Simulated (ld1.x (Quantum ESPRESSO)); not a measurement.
# What one change does to a pseudopotential (Os (Z = 76), ultrasoft)

* Element: osmium (Os)
* Generator: ld1.x (Quantum ESPRESSO) 7.5
* Type: ultrasoft
* Functional: PBE
* Relativity: scalar-relativistic
* Frozen core: [Xe] 4f14
* Valence charge: 8
* Reference configuration: 5d6 6s2 6p0
* Partial waves: 6s (bound): rcut 2.00, rcutus 2.65 bohr; 6s channel at 1.05 Ry: rcut 2.00, rcutus 2.65 bohr; 6p (bound, empty): rcut 3.20, rcutus 3.70 bohr; 6p channel at 0.4 Ry: rcut 3.20, rcutus 3.70 bohr; 5d (bound): rcut 1.20, rcutus 1.65 bohr; 5d channel at 0.5 Ry: rcut 1.20, rcutus 1.65 bohr
* Local potential: all-electron potential smoothed inside 2.75 bohr (lloc = -2)
* Core correction: Bessel-smoothed model core, default radius (core density twice the valence density)
* Augmentation charge: built from norm-conserving waves at rcut, not smoothed further

Change: wave 6p channel at 0.4 Ry: rcut 3.20, rcutus 3.70 bohr becomes 6p channel at 6.49 Ry: rcut 3.20, rcutus 3.70 bohr.

Cutoffs: the cutoffs (Ry, on a coarse ladder) from which the occupation-weighted sum of valence levels, in a spherical-Bessel basis at the reference potential, stays within 10 and 1 mRy of its value at 400 Ry; they do not see the model core or the augmentation charge, which bear on the density cutoff. Errors are all-electron minus pseudo energies relative to the spin-unpolarised reference configuration.

Task: What does the change do?

Result: The potential gets neither clearly harder nor softer (40 Ry and 60 Ry → 40 Ry and 60 Ry); of the 7 tests that both files solve, the error grows in 0 and shrinks in 2 by more than 15 % and 0.3 meV (median size 13.1 → 10.3 meV); the range in which the p phases agree narrows (upper end 1.9 → 0.4); neither file shows a bound ghost.

| quantity | base | changed |
| --- | --- | --- |
| cutoff, loose | 40 Ry | 40 Ry |
| cutoff, tight | 60 Ry | 60 Ry |
| bound ghosts | none | none |
| error for 5d6 6s1 6p0, meV [ΔE 9.58 eV] | -10 | -10 |
| error for 5d6 6s0 6p0, meV [ΔE 26.49 eV] | -43 | -43 |
| error for 5d5 6s0 6p0, meV [ΔE 55.34 eV] | -105 | -105 |
| error for 5d6 6s0 6p2, meV [ΔE 10.45 eV] | -13 | -5.9 |
| error for 5d4 6s0 6p0, meV [ΔE 96.82 eV] | -440 | -439 |
| error for 5d6 6s1 6p1, meV [ΔE 5.06 eV] | -3.8 | -2.5 |
| error for 5d6 6s1.5 6p0, meV [ΔE 3.91 eV] | -3.1 | -3.1 |
| s: phases at 4.01 bohr within 0.05 rad from the reference energy up to (Ry; the scan ends near 5) | to the end of the scan | to the end of the scan |
| p: phases at 4.01 bohr within 0.05 rad from the reference energy up to (Ry; the scan ends near 5) | 1.9 | 0.4 |
| d: phases at 4.01 bohr within 0.05 rad from the reference energy up to (Ry; the scan ends near 5) | 3.6 | 3.6 |
| lowest overlap eigenvalue by channel | s 0.39, p 0.60, d 0.96 | s 0.39, p 0.21, d 0.96 |
